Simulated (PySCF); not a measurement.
**How methods differ on the excitation energy of Kr²⁺**

Kr²⁺ [Ar] 3d10 4s2 4p4 (3P) → Kr²⁺ [Ar] 3d10 4s2 4p3 4d1 (5D), as a difference of total energies. Computed with PySCF 2.14 in aug-cc-pVQZ-DK, with scalar relativity by spin-free X2C-1e. Correlated levels: valence: [Ar] 3d10 frozen. The calculations carry no spin-orbit coupling.

```json
{"method": "UHF", "excitation energy (cm⁻¹)": "129600"}
{"method": "LDA", "excitation energy (cm⁻¹)": "136300"}
{"method": "PBE", "excitation energy (cm⁻¹)": "133210"}
{"method": "PBE0", "excitation energy (cm⁻¹)": "133820"}
{"method": "r2SCAN", "excitation energy (cm⁻¹)": "135590"}
{"method": "B2PLYP", "excitation energy (cm⁻¹)": "135950"}
{"method": "wB97X", "excitation energy (cm⁻¹)": "138100"}
{"method": "HSE06", "excitation energy (cm⁻¹)": "134340"}
{"method": "M06", "excitation energy (cm⁻¹)": "134970"}
{"method": "MP2 (valence)", "excitation energy (cm⁻¹)": "133940"}
{"method": "SCS-MP2 (valence)", "excitation energy (cm⁻¹)": "135630"}
```

A first-order spin-orbit estimate (lowest level to lowest level, LS coupling) adds 0.205 eV.

The promoted electron is Rydberg-like, and one or two diffuse shells describe it only roughly, which tends to raise the upper state.
